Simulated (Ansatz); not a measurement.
`CC(=O)C=O` + HBr → `CC(=O)Br` + `C=O`  (substitution at a C–C bond)

Computed with Ansatz on PBE0-D4/def2-TZVP structures; ΔE is electronic, products minus reactants. CCSD(T)/CBS is the MP2 limit (def2-TZVPP, def2-QZVPP) plus CCSD(T) − MP2 in def2-TZVPP, frozen cores. This one scheme is used for every species. DFT in def2-TZVPP. B3LYP here is the variant with VWN-RPA as its local correlation; programs differ in this. HSE06 is defined as in plane-wave codes. For Br outer-core shells are correlated without core-valence functions, which leaves a few kJ/mol of doubt a bond. Scalar relativity is left out up to krypton. One conformer a species, not always the lowest.

`CC(=O)C=O`:

Z-matrix (Å, degrees):
```
C
C 1 1.491
H 1 1.093 2 109.7
H 1 1.093 2 109.7 3 -116.1
H 1 1.088 2 110.1 3 121.9
O 2 1.205 1 125.3 3 -121.9
C 2 1.530 1 117.2 3 58.0
O 7 1.197 2 123.3 1 -0.2
H 7 1.109 2 113.2 1 179.8
```

HBr:

Z-matrix (Å, degrees):
```
Br
H 1 1.420
```

`CC(=O)Br`:

```xyz
7

C     0.375   -0.052   -0.595
C    -0.159    0.114    0.786
O     0.432    0.365    1.771
Br   -2.118   -0.142    0.843
H     1.454    0.094   -0.586
H    -0.107    0.669   -1.257
H     0.123   -1.048   -0.962
```

`C=O`:

Cartesian coordinates in Å:
```
C -0.004 0.003 -0.001
O 0.989 -0.652 0.119
H -0.658 -0.079 -0.892
H -0.327 0.728 0.773
```

Q: Is it downhill or uphill in electronic energy at CCSD(T)/CBS, and by how much? (An estimate is asked.)

A: The calculation gave: Uphill: ΔE = +5.7 kJ/mol.

Q: What do these levels give: r2SCANh-D4, B3LYP, HSE06, BHLYP, MP2/CBS(def2), CCSD/CBS(def2)? (Estimate.)

A: The calculation gave: r2SCANh-D4 -2.2, B3LYP -2.1, HSE06 0.6, BHLYP 9.2, MP2/CBS(def2) -1.5, CCSD/CBS(def2) 9.9 kJ/mol.

Largest T1 diagnostic among the species: 0.015.

From BLYP to BHLYP (50 % exact exchange), in def2-TZVPP and without D4, ΔE moves by +21.0 kJ/mol. Leaving LDA and LC-ωPBE aside and taking each functional with its dispersion term where it has one, the values, not all of them listed here, spread over 20.4 kJ/mol, from BLYP-D4 to ωB97X-V. LDA lies +10.7 kJ/mol from PBE without D4.
